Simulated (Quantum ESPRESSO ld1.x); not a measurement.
The mean radii <r> (bohr) of the occupied orbitals of an atom or ion are listed with their occupations. Calculated with ld1.x of Quantum ESPRESSO 7.5: scalar-relativistic Kohn-Sham, relativistic LDA (MacDonald-Vosko exchange, VWN5 correlation), spin-unpolarised, spherical densities, point nucleus.

orbital  occ.      <r>
1s          2  0.03197
2s          2   0.1378
2p          6   0.1199
3s          2   0.3504
3p          6   0.3423
3d          2   0.3071

Name the element and its charge.

Answer. Z = 46, palladium, charge +26: Pd26+ in [Ar] 3d2. The 1s radius gives Z: for a bare nucleus <r> = (2 gamma + 1)/(2Z) with gamma = sqrt(1 - (Z/c)^2), 0.03135 bohr for Z = 46, and screening makes it slightly larger (0.03197 here). The occupations add up to 20, and the charge is Z minus that.
